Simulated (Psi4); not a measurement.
BBr$_{3}$ (SMILES BrB(Br)Br), singlet, at a GFN2-xTB geometry. Base run: Psi4 with HF/STO-3G.

Here is a job for Psi4.
```
memory 2 GB

molecule mol {
0 1
  B     0.018083   -0.019782   -0.037610
  Br   -1.507311   -1.111182   -0.137553
  Br    0.019712    1.666704   -0.864490
  Br    1.485016   -0.552696    1.007416
}

set basis sto-3g
set reference rhf
set stability_analysis check
set scf_type pk

energy('scf')
print_variables()
```

The bond that is stretched is that between atoms 3 and 1. A test that says stable can miss a lower solution.

Each row names what was changed in the base input (with any setting that the change needs).

```json
[
 {"change": "base", "ΔE vs base (mEh)": "0.000", "<S^2>": "0.000", "outcome": "converged"},
 {"change": "stability_analysis = follow; reference = uhf", "ΔE vs base (mEh)": "0.000", "<S^2>": "0.000", "outcome": "converged"},
 {"change": "bond × 1.25", "ΔE vs base (mEh)": "61.856", "<S^2>": "0.000", "outcome": "converged"},
 {"change": "stability_analysis = follow; reference = uhf; bond × 1.25", "ΔE vs base (mEh)": "61.856", "<S^2>": "0.000", "outcome": "converged"},
 {"change": "bond × 1.5", "ΔE vs base (mEh)": "159.5", "<S^2>": "0.000", "outcome": "converged"},
 {"change": "stability_analysis = follow; reference = uhf; bond × 1.5", "ΔE vs base (mEh)": "131.3", "<S^2>": "0.703", "outcome": "converged"},
 {"change": "bond × 1.8", "ΔE vs base (mEh)": "249.0", "<S^2>": "0.000", "outcome": "converged"},
 {"change": "stability_analysis = follow; reference = uhf; bond × 1.8", "ΔE vs base (mEh)": "148.7", "<S^2>": "0.968", "outcome": "converged"},
 {"change": "bond × 2.2", "ΔE vs base (mEh)": "309.1", "<S^2>": "0.000", "outcome": "converged"},
 {"change": "stability_analysis = follow; reference = uhf; bond × 2.2", "ΔE vs base (mEh)": "-", "<S^2>": "-", "outcome": "not converged"},
 {"change": "bond × 3.0", "ΔE vs base (mEh)": "-", "<S^2>": "-", "outcome": "not converged"},
 {"change": "stability_analysis = follow; reference = uhf; bond × 3.0", "ΔE vs base (mEh)": "-", "<S^2>": "-", "outcome": "not converged"}
]
```

Psi4 reported an instability in these rows: stability_analysis = follow; reference = uhf; bond × 1.5; stability_analysis = follow; reference = uhf; bond × 1.8; stability_analysis = follow; reference = uhf; bond × 2.2; stability_analysis = follow; reference = uhf; bond × 3.0 (restricted rows aren't judged here).

Where a bond breaks into two radicals, a solution with restricted orbitals usually stops being the lowest and lies too high; an unrestricted one lies lower at the price of spin contamination, which <S^2> shows.
